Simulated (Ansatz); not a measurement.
`[F][Ti]([F])([F])[O][SiH3]` + `N=C=O` → `O=C=[N][Ti]([F])([F])[F]` + `O[SiH3]` at 400 K and 1 bar (ligand exchange at a Ti–O bond).

Program: Ansatz. Geometries: PBE0-D4/def2-TZVP. ΔE: electronic, gas phase. CCSD(T)/CBS is the MP2 limit (def2-TZVPP, def2-QZVPP) plus CCSD(T) − MP2 in def2-TZVPP, frozen cores. This one scheme is used for every species. For Ti outer-core shells are correlated without core-valence functions, which leaves a few kJ/mol of doubt a bond. Scalar relativity is left out up to krypton. One conformer a species, not always the lowest.

```csv
species,CCSD(T)/CBS energy (Eh),H − E (kJ/mol),S (J/(mol·K))
`[F][Ti]([F])([F])[O][SiH3]`,-1514.66287,135.9,446.9
`N=C=O`,-168.51995,72.4,252.4
`O=C=[N][Ti]([F])([F])[F]`,-1316.47904,90.0,412.7
`O[SiH3]`,-366.69042,120.0,276.4
```

H − E and S are ideal-gas, rigid-rotor, harmonic terms from PBE0-D4/def2-TZVP, for one conformer and one mirror image of each species. 1 Eh = 2625.50 kJ/mol, R = 8.31446 J/(mol·K).

By hand: ΔE, ΔH, ΔS and ΔG.

ΔE = (-1316.47904) + (-366.69042) − (-1514.66287) − (-168.51995) = 0.01336 Eh = 35.1 kJ/mol. Δ(H − E) = 90.0 + 120.0 − 135.9 − 72.4 = 1.7, so ΔH = 36.8 kJ/mol. ΔS = 412.7 + 276.4 − 446.9 − 252.4 = -10.2 J/(mol·K). ΔG = 36.8 − 400 × (-10.2)/1000 = 40.9 kJ/mol.

By hand: the equilibrium constant, and the temperature at which ΔG would vanish if ΔH and ΔS stayed fixed.

log₁₀ K = −ΔG/(RT ln 10) = -5.3. ΔH and −TΔS have one sign here, so there is no such temperature.

The number of gas molecules stays the same, so ΔS is small and ΔH decides. A doubt of 5 kJ/mol in ΔE shifts log₁₀ K by 0.7 here. Other conformers and mirror images would add mixing entropy, several J/(mol·K) or more a flexible species. Modes under 60 cm⁻¹, often nearly free rotors, make the harmonic entropy too high. These are equilibria of isolated gas molecules and say nothing of rates. Largest T1 diagnostic: 0.023 (customary marks: 0.02 for closed shells, 0.045 for open ones).

ΔS is within the doubt of such terms, so its sign, and with it that verdict, could turn.
